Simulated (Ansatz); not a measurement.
CH5B2, SMILES `B[B-]C` (excited triplet) (charge -1, multiplicity 3). This triplet is an excited state, 0.68 eV above the relaxed singlet at the level frozen-core CCSD(T)/aug-cc-pVDZ // B3LYP-D3(BJ)/def2-TZVPD (Ansatz, a program for electronic structure).

These are PBE0/aug-cc-pVTZ // B3LYP-D3(BJ)/def2-TZVPD (Ansatz) values and carry that method's errors.

Ansatz 0.2 input:
```yaml
crystal:
  periodic: [false, false, false]
  atoms:
    - { symbol: B, position_ang: [1.628871, -0.342914, 0.000697] }
    - { symbol: B, position_ang: [0.242791, 0.116935, 0.694766] }
    - { symbol: C, position_ang: [-1.262925, 0.276852, 0.236187] }
    - { symbol: H, position_ang: [1.640454, -0.67705, -1.180483] }
    - { symbol: H, position_ang: [2.714603, -0.398339, 0.53601] }
    - { symbol: H, position_ang: [-1.408384, -0.001015, -0.82683] }
    - { symbol: H, position_ang: [-1.945443, -0.34585, 0.828052] }
    - { symbol: H, position_ang: [-1.623394, 1.3069, 0.351632] }
basis:
  gaussian: { orbitals: aug-cc-pVTZ }
hamiltonian:
  xc: pbe0
total_charge: -1
magnetization:
  spin_polarized: true
  initial_magnetization: 2
```

Output:

```
Functional definition: PBE0
987 factors; their error is unknown
mean field evaluation 1: about -2462.4123 eV, gradient 2.5e1 eV
mean field evaluation 2: about -2458.4682 eV, gradient 3.2e1 eV
mean field evaluation 4: about -2466.2877 eV, gradient 1.5e0 eV
mean field evaluation 8: about -2466.3099 eV, gradient 5.8e-2 eV
mean field evaluation 16: about -2466.2901 eV, gradient 9.1e-5 eV
mean field -2466.29005452 eV, -90.6344877922 hartree, gradient 2.0e-5 eV, S^2 2.005722; 2 other end points of the search recorded, 0 dependent functions left out
reference -2466.29010569 eV, -90.6344896728 hartree; 12, 10 occupied and 241, 243 virtual orbitals, 987 factors
Total energy: -2466.29010569 eV, -90.6344896728 hartree
```
